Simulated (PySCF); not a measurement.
Calculated properties of `C#C[CH2][GeH2][O][SiH3]`

C3H8GeOSi.
Geometry (PBE0-D3(BJ)/def2-SVP, Å), atoms numbered from 1 in this order:
```
atom  x, y, z in Å
C1     3.426    0.499   -0.866
C2     2.290    0.076   -0.842
C3     0.926   -0.397   -0.743
Ge4    0.154    0.187    0.972
O5    -1.513   -0.434    1.059
Si6   -2.937   -0.205    0.250
H7     4.435    0.865   -0.901
H8     0.876   -1.497   -0.786
H9     0.302   -0.004   -1.561
H10    0.119    1.724    1.043
H11    0.902   -0.446    2.152
H12   -3.452    1.187    0.444
H13   -2.759   -0.427   -1.222
H14   -3.939   -1.178    0.770
```

Some functional groups and rings: alkyne and Si–H bond.

PBE0-D3(BJ)/def2-SVP geometry optimisation, gas phase (PySCF):

```yaml
Point_group: C1
Rotational_constants_A_B_C: 5.374, 0.860, 0.773 GHz
```

**wB97X-D/def2-SVPD ground state and vertical TDDFT (core frozen in the response) (PySCF)**

```yaml
Dipole_moment: 0.68 D
HOMO_energy: -9.36 eV
LUMO_energy: 1.52 eV
HOMO–LUMO_gap: 10.88 eV
Lowest_singlet_excitation: 6.41 eV (194 nm, f = 0.000)
Strongest_line_among_the_6_lowest_singlet_transitions: S2 at 6.60 eV (188 nm, f = 0.045)
Static_isotropic_polarisability: 94.6 au
Electronic_spatial_extent_⟨r²⟩_about_the_centre_of_nuclear_charge: 1450 bohr²
```

Monoisotopic mass (most abundant isotopes): 161.9556 u.

The polarisability is 14.01 Å³ as a volume (1 au = 0.148185 Å³), or 1.18 au for each of the 80 electrons. The rotational constants make it an asymmetric top with κ = (2B − A − C)/(A − C) = -0.96, nearer the prolate limit (−1). No computed singlet falls in the visible range (750 to 380 nm, 1.65 to 3.26 eV); S1 lies 3.15 eV above its blue end. In wavenumbers S1 is 51700 cm⁻¹ (1 eV = 8065.54 cm⁻¹). S1 lies 4.47 eV below the HOMO–LUMO gap.

 Relativistic effects, spin–orbit coupling among them, are left out although an element past zinc is present.

For the TDDFT job (wB97X-D/def2-SVPD), rough CPU time on one thread of a shared machine: about 2 min (with the writing of density and orbital grids).

One conformer stands for the species.
